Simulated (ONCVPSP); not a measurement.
Nb (Z = 41), ONCV: configuration errors across variants

Nb, optimised norm-conserving Vanderbilt (ONCV), made with ONCVPSP 4.0.1 (PBEsol, scalar-relativistic). Core [Ar] 3d10, reference 4s2 4p6 4d4.5 5s0.5. Waves: 4s+5s: rc 1.90 bohr, ncon 4, nbas 8, qcut 8.4 1/bohr, 2 projectors; 4p: rc 1.75 bohr, ncon 5, nbas 8, qcut 6.4 1/bohr, 3 projectors, debl 3.3 Ha; 4d: rc 2.85 bohr, ncon 3, nbas 7, qcut 5 1/bohr, 2 projectors, debl 1.5 Ha. Local part: polynomial inside 1.45 bohr (lpopt 1, dvloc0 2 Ha). Core correction: Teter function, fcfact 2.5, rcfact 1.7.

All-electron excitation energies from the reference (eV): (1) 4s2 4p6 4d4 5s1 -0.566; (2) 4s2 4p6 4d4 5s0 6.087; (3) 4s2 4p6 4d3 5s0 20.116; (4) 4s1 4p6 4d4 5s1 63.415.

Errors AE − PS in meV (a dash: test not solved or not reliable):

| change | (1) | (2) | (3) | (4) | bound ghosts | GHOST(+) flags above zero |
| --- | --- | --- | --- | --- | --- | --- |
| base | +5.2 | -0.1 | +34 | -268 | none | s |
| core correction Teter function, fcfact 2.5, rcfact 0.98 | +5.2 | -0.1 | +33 | -248 | none | s |
| core correction Teter function, fcfact 2.5, rcfact 1.04 | +5.2 | -0.1 | +33 | -249 | none | s |
| core correction Teter function, fcfact 2.5, rcfact 1.2 | +5.2 | -0.1 | +33 | -253 | none | s |
| core correction Teter function, fcfact 2.5, rcfact 1.32 | +5.3 | -0.1 | +34 | -257 | none | s |
| core correction Teter function, fcfact 2.5, rcfact 1.42 | +5.3 | -0.1 | +34 | -260 | none | s |
| core correction Teter function, fcfact 2.5, rcfact 1.58 | +5.3 | -0.1 | +34 | -264 | none | s |
| core correction Teter function, fcfact 2.5, rcfact 1.82 | +5.0 | -0.2 | +33 | -271 | none | s |
| core correction Teter function, fcfact 2.5, rcfact 1.94 | +4.7 | -0.3 | +32 | -275 | none | s |
| core correction Teter function, fcfact 2.5, rcfact 2.04 | +4.3 | -0.5 | +28 | -275 | none | s |

Q: Give the same row for: core correction Teter function, fcfact 2.5, rcfact 1.66.

A: +5.2, -0.1, +34, -267; bound ghosts: none; GHOST(+) flags above zero: s.
